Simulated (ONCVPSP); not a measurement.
## scandium (Sc): excitation energies, all-electron against ONCV

Sc (Z = 21), optimised norm-conserving Vanderbilt (ONCV), made with ONCVPSP 4.0.1 (PBEsol, fully relativistic). Core [Ne], reference 3s2 3p6 3d1 4s1.75 (charge +0.25). Waves: 3s+4s: rc 1.65 bohr, ncon 5, nbas 8, qcut 7.7 1/bohr, 2 projectors; 3p: rc 1.85 bohr, ncon 3, nbas 7, qcut 7.1 1/bohr, 2 projectors, debl 0.8 Ha; 3d: rc 1.80 bohr, ncon 4, nbas 9, qcut 8.9 1/bohr, 3 projectors, debl 2.7 Ha; f scattering state at 0.17 Ha: rc 1.50 bohr, ncon 4, nbas 8, qcut 7.6 1/bohr, 2 projectors, debl 2.2 Ha. Local part: polynomial inside 1.05 bohr (lpopt 2, dvloc0 -1 Ha). Core correction: none.

Open shells are filled in proportion to 2j + 1.

In the p channel the program set the typed energies aside and used -1.286, 0.250 Ha (j = l + 1/2; the other j can differ).

Energies are relative to the spin-unpolarised reference configuration 3s2 3p6 3d1 4s1.75; without spin polarisation the order of configurations can differ from experiment.

(1) Give the all-electron excitation energy and the error of the potential for: 3s2 3p6 3d1 4s2; 3s2 3p6 3d1 4s1; 3s2 3p6 3d1 4s0; 3s2 3p6 3d2 4s0.

Levels in the configuration 3s2 3p6 3d2 4s0:

| level | all-electron (eV) | pseudo (eV) |
| --- | --- | --- |
| 3s j=1/2 | -57.651 | -57.668 |
| 3p j=3/2 | -36.364 | -36.370 |
| 3p j=1/2 | -36.860 | -36.868 |
| 3d j=5/2 | -6.874 | -6.884 |
| 3d j=3/2 | -6.901 | -6.910 |

Answers

(1)

| valence configuration | charge | ΔE all-electron (eV) | error AE − PS (meV) |
| --- | --- | --- | --- |
| 3s2 3p6 3d1 4s2 | 0 | -1.211 | 0.0 |
| 3s2 3p6 3d1 4s1 | +1 | 5.693 | +0.1 |
| 3s2 3p6 3d1 4s0 | +2 | 18.344 | +0.2 |
| 3s2 3p6 3d2 4s0 | +1 | 6.327 | +15 |
